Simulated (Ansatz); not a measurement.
GeH4 (germane): the energy, rung by rung

GeH4 has 5 atoms, charge 0, and is taken as a singlet. As SMILES, `[GeH4]`. Geometry: relaxed at PBE0-D4/def2-TZVP.

```xyz
5

Ge    0.0001    0.0001    0.0000
H     1.1481   -0.7563    0.6806
H    -1.2388   -0.0300    0.9042
H    -0.3292   -0.6691   -1.3406
H     0.4198    1.4554   -0.2441
```

Each level gives the energy change with the Ge1–H3 bond stretched from 1.534 to 1.918 Å (eV). The values are calculated.

```
                       level                    kind  program  value (eV)  CPU time (all runs)
   HSE06/STO-3G (restricted)  range-separated hybrid   Ansatz           ?                2.4 s
 wB97M-V/STO-3G (restricted)  range-separated hybrid   Ansatz        1.54                 26 s
   wB97X/STO-3G (restricted)  range-separated hybrid   Ansatz        1.54                8.7 s
 BCCD(T)/STO-3G (restricted)   coupled cluster or CI   Ansatz        1.26               0.39 s
 CCSD(T)/STO-3G (restricted)   coupled cluster or CI   Ansatz        1.26               0.33 s
    CCSD/STO-3G (restricted)   coupled cluster or CI   Ansatz           ?               0.33 s
CCSDT(Q)/STO-3G (restricted)   coupled cluster or CI   Ansatz        1.26               0.63 s
                  FCI/STO-3G      exact in the basis   Ansatz        1.26                  3 s
```

Estimate the missing values from the other rows.

As computed at these levels: HSE06/STO-3G (restricted): 1.48 eV; CCSD/STO-3G (restricted): 1.27 eV. All-electron rows without a relativistic Hamiltonian named are non-relativistic. The first shape isn't each level's own minimum. The values span 1.26 to 1.54 eV. All rows use very small basis sets, so even the best lies far from the true value. In the correlated wave-function rows the outer d shell of Ge is correlated, in sets not made for it. Times are those of the runs behind each value, whatever else they computed, on shared processors of several kinds: orders of magnitude only.
